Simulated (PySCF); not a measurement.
## Radial density of La(2+) (lanthanum, charge +2)

r2SCAN0, [Xe] 4f1, 2F determinant (an excited configuration). All numbers are calculated (PySCF 2.14, scalar relativity through the core potential, in def2-QZVPPD with the def2 core potential (46 electrons) (7s5p4d3f2g, 81 functions)). This is the valence pseudo-density: the core potential removes the inner electrons and smooths the orbitals near the nucleus.

| r (bohr) | 4πr²ρ (e/bohr) | 4πr²(ρα − ρβ) |
| --- | --- | --- |
| 0.0527 | 1.778e-05 | 0.0000 |
| 0.0887 | 4.494e-05 | 0.0000 |
| 0.149 | 0.0001113 | 0.0000 |
| 0.251 | 0.0004903 | 0.0000 |
| 0.422 | 0.007444 | 0.0000 |
| 0.710 | 0.3003 | 0.0004 |
| 1.19 | 4.779 | 0.0191 |
| 2.01 | 4.457 | 0.1413 |
| 3.38 | 0.4834 | 0.2582 |
| 5.68 | 0.1333 | 0.1330 |
| 9.56 | 5.746e-05 | 0.0001 |

Energies and moments cover only the electrons outside the core potential. Spin-orbit coupling, absent here, splits the open shell strongly.
